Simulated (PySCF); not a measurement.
Precursor series Hf Cl-Br. Gas-phase values, no solvent.

The HOMO from two functionals at the same geometries (BP86-D3(BJ)/def2-SVP), both in PySCF: PBE-D3(BJ)/def2-TZVP and TPSSh-D3(BJ)/def2-TZVP. 

| species | PBE-D3(BJ)/def2-TZVP (eV) | TPSSh-D3(BJ)/def2-TZVP (eV) |
|---|---|---|
| 0 of 4 Cl replaced by Br ([Hf(Cl)4]) | -8.32 | -8.99 |
| 3 of 4 Cl replaced by Br ([Hf(Cl)(Br)3]) | -7.66 | -8.28 |
| 4 of 4 Cl replaced by Br ([Hf(Br)4]) | -7.65 | -8.27 |

Over these rows, drawn at random from the members with no instability flagged (it was tested for open shells, ions and some series alone), PBE minus TPSSh-D3(BJ): mean +0.63 eV, from +0.61 eV to +0.68 eV.
